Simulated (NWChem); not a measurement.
Species: SnNH$_{3}$S, singlet; SMILES [NH2][Sn][SH]

```xyz
6

Sn    -0.3487    -0.4868     0.0000
N      1.6396    -0.9910     0.0000
H      1.9706    -1.9596     0.0000
H      2.4235    -0.3313     0.0000
S      0.1696     1.9545     0.0000
H     -1.1496     2.2955     0.0000
```
Atoms are numbered in this order, from 1.

Results from NWChem. Low-valent species are run as closed-shell singlets; no triplet was tried in these runs. Coordinates come from a PBE-D3(BJ)/def2-SVP optimisation. def2 effective core potentials on Sn; no spin-orbit coupling. Level PBE/def2-SVP: energy and gradient; each run changes one setting, and changes count from the defaults (medium grid, exact Coulomb integrals, symmetry on).

Q: Which setting moves the energy most, and by about how much (defaults; tight SCF thresholds and tolerances; extra-fine grid; Coulomb fitting, Weigend set)?

A: Coulomb fitting, Weigend set, by about 400 μHa.
```json
[
 {"setting": "defaults", "size of the energy change (μHa)": "< 10", "largest change of a gradient component (μHa/bohr)": "< 30"},
 {"setting": "extra-fine grid", "size of the energy change (μHa)": "< 10", "largest change of a gradient component (μHa/bohr)": "80"},
 {"setting": "Coulomb fitting, Weigend set", "size of the energy change (μHa)": "400", "largest change of a gradient component (μHa/bohr)": "100"},
 {"setting": "tight SCF thresholds and tolerances", "size of the energy change (μHa)": "< 10", "largest change of a gradient component (μHa/bohr)": "< 30"}
]
```
